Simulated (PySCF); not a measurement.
**Cl¹⁶⁺ (chlorine, charge +16) across methods**

1s1, 2S determinant. Calculation: PySCF 2.14, in an even-tempered Gaussian basis (17 s from 11 bohr⁻², ratio 2.2; 7 p from 17 bohr⁻², ratio 2.4; 4 d from 50 bohr⁻², ratio 2.4; 3 f from 75 bohr⁻², ratio 2.4; 3 g from 110 bohr⁻², ratio 2.4); scalar relativity by spin-free X2C-1e.

```json
{"method": "UHF", "E (hartree)": "-145.05998", "mean ε 1s α (eV)": "-3947.3", "Σ⟨r²⟩ (bohr²)": "0.01025", "⟨S²⟩": "0.750"}
{"method": "TPSS", "E (hartree)": "-145.0627", "mean ε 1s α (eV)": "-3846.7", "Σ⟨r²⟩ (bohr²)": "0.01027", "⟨S²⟩": "0.750"}
{"method": "LDA", "E (hartree)": "-144.3589", "mean ε 1s α (eV)": "-3824.6", "Σ⟨r²⟩ (bohr²)": "0.01033", "⟨S²⟩": "0.750"}
{"method": "PBE0", "E (hartree)": "-144.9871", "mean ε 1s α (eV)": "-3865.5", "Σ⟨r²⟩ (bohr²)": "0.01028", "⟨S²⟩": "0.750"}
{"method": "PBE", "E (hartree)": "-144.9611", "mean ε 1s α (eV)": "-3838.2", "Σ⟨r²⟩ (bohr²)": "0.01030", "⟨S²⟩": "0.750"}
{"method": "M06-2X", "E (hartree)": "-145.0360", "mean ε 1s α (eV)": "-3889.5", "Σ⟨r²⟩ (bohr²)": "0.01028", "⟨S²⟩": "0.750"}
{"method": "r2SCAN", "E (hartree)": "-145.0631", "mean ε 1s α (eV)": "-3850.9", "Σ⟨r²⟩ (bohr²)": "0.01027", "⟨S²⟩": "0.750"}
```
